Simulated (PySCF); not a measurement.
## Diatomic cations of Mg with group 13

PBE0 with double-zeta basis sets in PySCF, for the lowest determinant that a PBE0 search found; no spin–orbit coupling. De refers to high-spin ground-configuration atoms (the charge goes to the atom of lower measured ionisation energy or higher electron affinity, which is not always the lowest computed limit). A positive dipole points towards Mg; it is taken about the centre of mass and depends on that origin.

| M | basis | charged atom | state (unpaired electrons) | Re (Å) | ωe (cm⁻¹) | De (eV) | μ (D) |
| --- | --- | --- | --- | --- | --- | --- | --- |
| B | cc-pVDZ | Mg+ | singlet (closed shell) | 2.596 | 327 | 1.55 | 1.39 |
| Al | x2c-SVPall | Al+ | singlet (closed shell) | 3.150 | 183 | 1.04 | 0.82 |
| Ga | def2-SVP | Ga+ | singlet (closed shell) | 3.125 | 154 | 1.04 | 3.95 |
| In | def2-SVP | In+ | singlet (closed shell) | 3.311 | 132 | 0.82 | 4.47 |
| Tl | def2-SVP | Tl+ | singlet (closed shell) | 3.348 | 122 | n/a | 5.20 |

The shortest bond is that of MgB⁺ (2.596 Å), the longest that of MgTl⁺ (3.348 Å).

The rows differ in basis set, which adds steps of its own.

Down a group the atoms grow and get heavier, so bonds lengthen and wavenumbers fall; the exceptions here are the shorter bond at Ga.

⟨S²⟩ is raised (MgB⁺ 0.23), so spin contamination touches these numbers. Closed-shell solutions of metal pairs were not tested for spin polarisation, which can lower them a little. Spin–orbit coupling is left out, which matters for elements this heavy, above all for dissociation energies. For an ion De counts to the pair picked by the measured ionisation energies or electron affinities, which need not be the lowest pair at this level.
